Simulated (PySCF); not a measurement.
Structure with atom numbers: `[CH3:1][C:2](=[O:3])[NH:4][CH:5]1[CH2:6][SiH2:7][CH2:8]1`. Each H is labelled by its parent atom. Ha(C6), Ha(Si7), Ha(C8) are cis to N4 on the ring; Hb(C6), Hb(Si7), Hb(C8) are trans to N4 on the ring.

- NMR shieldings at PBE0/pcSseg-1/GIAO
- GFN2-xTB geometry
- program: PySCF
- relativity neglected, no solvent, averaged over atoms made equivalent by symmetry, fast rotation or ring inversion, a single conformation

Referencing at the same level of theory: 13C (σref 186.93) and 1H (σref 31.72) and 29Si (σref 349.16) against TMS; H2O for 17O (σref 336.08); 15N (σref 267.73) vs NH3.

```json
{"atoms": "C6/C8", "nucleus": "13C", "count": "2", "Hirshfeld charge": "-0.17", "δ (ppm)": "?"}
{"atoms": "Si7", "nucleus": "29Si", "count": "1", "Hirshfeld charge": "0.35", "δ (ppm)": "-60.1"}
{"atoms": "Ha(C6)/Ha(C8)", "nucleus": "1H", "count": "2", "Hirshfeld charge": "0.03", "δ (ppm)": "1.24"}
{"atoms": "C1", "nucleus": "13C", "count": "1", "Hirshfeld charge": "-0.13", "δ (ppm)": "?"}
{"atoms": "Hb(Si7)", "nucleus": "1H", "count": "1", "Hirshfeld charge": "-0.07", "δ (ppm)": "4.29"}
{"atoms": "N4", "nucleus": "15N", "count": "1", "Hirshfeld charge": "-0.10", "δ (ppm)": "167.8"}
{"atoms": "O3", "nucleus": "17O", "count": "1", "Hirshfeld charge": "-0.29", "δ (ppm)": "416.6"}
{"atoms": "Ha(Si7)", "nucleus": "1H", "count": "1", "Hirshfeld charge": "-0.08", "δ (ppm)": "4.46"}
{"atoms": "Hb(C6)/Hb(C8)", "nucleus": "1H", "count": "2", "Hirshfeld charge": "0.04", "δ (ppm)": "?"}
{"atoms": "C5", "nucleus": "13C", "count": "1", "Hirshfeld charge": "0.02", "δ (ppm)": "42.7"}
{"atoms": "H(N4)", "nucleus": "1H", "count": "1", "Hirshfeld charge": "0.13", "δ (ppm)": "4.65"}
{"atoms": "H(C5)", "nucleus": "1H", "count": "1", "Hirshfeld charge": "0.04", "δ (ppm)": "4.95"}
{"atoms": "H(C1)", "nucleus": "1H", "count": "3", "Hirshfeld charge": "0.05", "δ (ppm)": "?"}
{"atoms": "C2", "nucleus": "13C", "count": "1", "Hirshfeld charge": "0.17", "δ (ppm)": "166.0"}
```

Q: Complete the table.

A: 
- C1: 24.7 ppm, methyl carbon α to a carbonyl; the adjacent C=O deshields it moderately
- C6/C8: 23.5 ppm, sp3 CH2 bonded to Si
- Hb(C6)/Hb(C8): 2.05 ppm, hydrogen on an sp3 CH2 bonded to Si
- H(C1): 1.84 ppm, hydrogen on a methyl carbon α to a carbonyl; α to C=O

Exchangeable OH/NH protons stand at their gas-phase positions; hydrogen bonding in a real sample shifts them, mostly to higher δ. Shifts are as computed. Against solution values, carbons near 30 ppm lie about +3 ppm off and those near 130 ppm about +5 ppm. Of 1211 compounds with measured shifts, 218 miss one by over three times the rms of a fit or turn the order of signals round; such compounds aren't used in these exercises. Hydrogen bonding in solution shields acid and N–H amide carbonyl oxygens by tens of ppm. Hydrogen bonding in solution deshields acid and N–H amide carbonyl carbons by as much as 10 ppm beyond these values. Unscaled 17O shifts of doubly bonded oxygen tend to come out too high, by tens of ppm or more. Experimental scales use liquid or dissolved standards, which lie at an offset from isolated NH3 (liquid NH3: subtract about 20 ppm) and H2O (liquid H2O: subtract about 36 ppm). Unscaled 15N shifts of sp2 nitrogen come out 20 to 40 ppm too high even then.
